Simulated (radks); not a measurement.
Valence configurations of As+ (all share [Ar]). Calculated with a radial shooting solver on a logarithmic mesh with Libxc functionals: Dirac Kohn-Sham, PBEsol, spin-unpolarised, spherical densities, finite nucleus; open shells fill j = l - 1/2 first; Fermi nuclear charge, rms radius 4.0968 fm. Energies are relative to 3d10 4s2 4p2; eigenvalues in eV.

valence           E (eV)  e(3d3/2)  e(3d5/2)  e(4p1/2)  e(4p3/2)  e(4s1/2)
3d10 4s2 4p2       0.000   -50.651   -49.921   -13.496         -   -23.271
3d10 4s1.5 4p2.5   5.080   -51.514   -50.784   -13.882   -13.538   -23.745
3d10 4s1 4p3      10.207   -52.358   -51.627   -14.254   -13.903   -24.203
3d9.5 4s2 4p2.5   19.526   -56.225   -55.473   -14.476   -14.105   -24.696
3d10 4p4          20.597   -53.991   -53.258   -14.962   -14.596         -
3d9.5 4s1.5 4p3   24.845   -57.054   -56.301   -14.842   -14.463   -25.144
3d9 4s2 4p3       41.394   -61.930   -61.155   -15.436   -15.029   -26.086
3d9 4s1 4p4       52.534   -63.508   -62.732   -16.124   -15.702   -26.924
3d8 4s2 4p4       92.443   -73.718   -72.897   -17.313   -16.833   -28.775
3d7 4s1 4p6       166.53   -87.364   -86.495   -19.742   -19.176   -32.075

NIST lists [Ar] 3d10 4s2 4p2 as the ground configuration; this level of theory agrees among the configurations tried. The energies are those of spherical spin-averaged densities, not of single terms.
